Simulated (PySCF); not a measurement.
## Polarisability and C₆ of S⁺ (sulfur, charge +1)

[Ne] 3s2 3p3, high-spin 4S determinant. Computed with PySCF 2.14 in aug-cc-pV(5+d)Z (8s7p6d4f3g2h, 136 functions), with the non-relativistic Hamiltonian (point nucleus). Coupled (time-dependent) response in atomic units; α is the mean over directions.

```json
{"method": "r2SCAN0", "mean α (bohr³)": "10.84", "C₆ (like pair)": "54.34", "S(−4)": "31.85"}
```

S(−4) is the Cauchy moment in α(ω) = α(0) + S(−4) ω² + …

α(iu) at r2SCAN0:

```csv
u (hartree),α(iu) (bohr³)
0,10.84
0.0500,10.76
0.100,10.53
0.200,9.721
0.300,8.644
0.500,6.449
0.750,4.375
1.00,3.054
1.50,1.683
2.00,1.063
3.00,0.5478
5.00,0.2421
```

For an ion, C₆ is the dispersion term alone; charge-induced terms of lower order in 1/R come first.
